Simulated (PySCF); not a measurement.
# PdSe₂⁻, doublet: structure and spectrum

All numbers come from PySCF, UPBE0, basis Pd def2-SVPD with ECP28, Se def2-SVPD (scalar-relativistic core potentials, no spin–orbit coupling, density fitting).

The structure is a minimum.

```xyz
3
charge -1 multiplicity 2, angstrom
Pd    0.0000    0.0000   -0.6371
Se    1.9854    0.0000    0.4212
Se   -1.9854    0.0000    0.4212
```

```
Point group                                                                   : C2v
Bond lengths                                                                  : Pd–Se 2.250 Å (×2)
Bond angles                                                                   : Se–Pd–Se 123.9°
Rotational symmetry number                                                    : 2
Heat capacity Cp at 298.15 K                                                  : 55.4 J/(mol K)
Entropy at 298.15 K and 1 bar (electronic part: spin only)                    : 329.7 J/(mol K)
Dipole moment about the centre of mass                                        : 1.49 D
Rotational constants                                                          : 0.2363, 0.02676, 0.02404 cm⁻¹
Principal polarisabilities                                                    : 90.0, 113.6, 202.3 bohr³
Principal quadrupole moments (Buckingham, traceless) about the centre of mass : -14.68, 6.69, 7.98 D Å
Lowest empty level (β)                                                        : 0.50 eV
Spin squared ⟨S²⟩                                                             : 0.759
Enthalpy at 298.15 K above 0 K                                                : 14.25 kJ/mol
Highest occupied level (β)                                                    : -1.61 eV
Zero-point energy                                                             : 4.0 kJ/mol
```

Harmonic modes (masses in u: Pd 105.903, Se 79.917):
```json
{"symmetry": "a1", "ω (cm⁻¹)": "56", "IR (km/mol)": "1.3"}
{"symmetry": "a1", "ω (cm⁻¹)": "277", "IR (km/mol)": "4.7"}
{"symmetry": "b2", "ω (cm⁻¹)": "337", "IR (km/mol)": "27.1"}
```

In C2v the vibrations span 2a1 + b2. Here b1 is antisymmetric to the molecular plane and b2 lies in it.

Charges (e); Mulliken and Löwdin values are unreliable with diffuse functions:
```csv
atom,Mulliken,Löwdin,polar tensor,spin (Mulliken),Mayer order to Pd1
Pd1,0.10,-0.60,0.32,0.16,–
"Se2,3",-0.55,-0.20,-0.66,0.42,1.31
```
Other Mayer orders above 0.3: Se–Se 0.63.

Mulliken populations on Pd1 (electrons outside its core potential): s 2.62, p 6.31, d 8.98, f 0.00.

Outer orbital energies (eV). α occupied: -5.33, -4.46, -4.33, -2.84, -2.56, -2.51, -1.85, -1.83; empty: 0.62, 3.08, 3.70, 3.87. β occupied: -5.25, -4.31, -4.29, -4.06, -2.76, -2.36, -1.68, -1.61; empty: 0.50, 0.77, 3.10, 3.74.

Formally Pd is in oxidation state +3, d7, with 1 unpaired electron (the high-spin count would be 3). The Mulliken spin on Pd is 0.16, so most of the spin sits on the ligands and the formal count fails. The polar-tensor charge on Pd, 0.32, is far below the formal one.

Only a few start shapes were tried, so a lower isomer may exist. Open d and f shells are described by one determinant, and the ground state may have another occupation or spin. The lowest empty level of this anion is unbound, so it and the gap depend on the basis.

The final relaxation and frequency run took of the order of 8 core-minutes on a shared host.
